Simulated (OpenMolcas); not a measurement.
**F4+: effect of the basis set**

- Program: OpenMolcas 26.06
- Method: CASSCF
- Active space: 3 electrons in 4 orbitals (2s 2p)
- State averaging: 2S+1 = 4 odd, 1 root; 2S+1 = 2 odd, 11 roots (8 in the spin-orbit step); 2S+1 = 4 even, 3 roots; 2S+1 = 2 even, 9 roots
- Spin-orbit coupling: state interaction with AMFI integrals over the reference wave functions, term energies averaged over their components

A. ANO-L-VTZP [4s3p2d1f], non-relativistic, point nucleus; cost roughly 10 core-seconds
B. ANO-RCC-VTZP [4s3p2d1f], DKH2, point nucleus; cost about 8 core-seconds
C. ANO-R2 [4s4p2d1f], X2C, finite nucleus; cost of the order of 11 core-seconds
D. ANO-R3 [4s4p2d1f], X2C, finite nucleus; cost about 8 core-seconds
E. ANO-RCC-VQZP [5s4p3d2f1g], DKH2, point nucleus; cost of the order of 9 core-seconds

Energies in eV above 2s² 2p ²P°_1/2, the measured ground level; measured values from Moore, Atomic Energy Levels, vol. I, NSRDS-NBS 35 (1971 reprint of NBS Circular 467, 1949).

| Level | A | B | C | D | E | Measured |
| --- | --- | --- | --- | --- | --- | --- |
| 2s² 2p ²P°_1/2 | 0.0000 | 0.0000 | 0.0000 | 0.0000 | 0.0000 | 0.0000 |
| 2s² 2p ²P°_3/2 | 0.0867 | 0.0869 | 0.0846 | 0.0846 | 0.0853 | 0.0925 |
| 2s 2p² ⁴P_1/2 | 9.7765 | 9.8772 | 9.8442 | 9.8442 | 9.8574 |  |
| 2s 2p² ⁴P_3/2 | 9.8080 | 9.9087 | 9.8743 | 9.8743 | 9.8881 |  |
| 2s 2p² ⁴P_5/2 | 9.8597 | 9.9606 | 9.9240 | 9.9240 | 9.9386 |  |
| 2s 2p² ²D_3/2 | 19.5596 | 19.6597 | 19.6705 | 19.6705 | 19.6770 | 18.9569 |
| 2s 2p² ²D_5/2 | 19.5599 | 19.6601 | 19.6708 | 19.6708 | 19.6773 | 18.9542 |
| 2s 2p² ²S_1/2 | 24.9643 | 25.0667 | 25.0757 | 25.0757 | 25.0876 | 24.4949 |
| 2s 2p² ²P_1/2 | 27.9229 | 28.0232 | 28.0712 | 28.0712 | 28.0841 | 26.6418 |
| 2s 2p² ²P_3/2 | 27.9831 | 28.0836 | 28.1303 | 28.1303 | 28.1437 | 26.6997 |
| 2p³ ⁴S°_3/2 | 33.7181 | 33.9313 | 33.9049 | 33.9049 | 33.9419 |  |

Deviations, from unrounded energies. A percentage is the sum of absolute deviations over the sum of measured energies, with the sign that they share, or ± where signs differ.

| Against measurement | Levels | A | B | C | D | E |
| --- | --- | --- | --- | --- | --- | --- |
| mean absolute deviation (cm-1) | 6 | 5700 | 6400 | 6600 | 6600 | 6600 |
| fine structure of the ground term (%) | 1 | -6.3 | -6.0 | -8.6 | -8.6 | -7.8 |
| other configurations (%) | 5 | +3.7 | +4.1 | +4.2 | +4.2 | +4.3 |

A lies closest to measurement on these levels and E furthest from it. The largest miss of A in the table is 2s 2p² ²P_3/2, by +10000 cm-1. The ranking rests on the paired levels alone, and a cruder setting can come out closer through cancelling errors.

Among A to E the level of the table that moves most is 2p³ ⁴S°_3/2, by 1800 cm-1 (lowest in A, highest in E).

Measured partners are found by configuration, term and J. A level has none where our copy of the source lacks it or the pairing is in doubt (some pairs that miss far off the trend of their configuration count as doubtful), and it then counts in no deviation. Only configurations of the active space appear. The table leaves out levels that lie high or whose names do not pair safely across all columns.

° marks odd parity.
